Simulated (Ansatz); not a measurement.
System: CsF (charge +1, doublet). 
Coordinates optimised at B3LYP-D3(BJ)/def2-TZVP (Ansatz, a program for electronic structure):
```
F
Cs 1 3.7358
```
Charge +1, spin multiplicity 2.

Basis-set convergence of Hartree-Fock and MP2 correlation energies (hartree) with Ansatz. Correlated levels leave the core frozen unless marked. Open shells are spin-unrestricted. Spin-orbit coupling is left out. Frozen are the shells of the preceding noble gas and the d and f shells that filled before the atom's block. The outer core of K, Ca and their heavier congeners is not correlated, a term that matters for these elements. In def2 rows, elements after Kr have scalar-relativistic effective core potentials.

```tsv
basis	functions	E(HF)	E(corr, MP2)
def2-SVPD	50	-119.01804	-0.14629
def2-TZVPPD	79	-119.14050	-0.19927
def2-QZVPPD	128	-119.14431	-0.22043
```

Extrapolating the two largest sets (X = 3 and 4) as X^-3: E(corr) = (64·(-0.22043) - 27·(-0.19927))/37 = -0.2359 Eh, an estimate of the basis-set limit. The largest set recovers 93.5 % of it, the smallest 62.0 %.
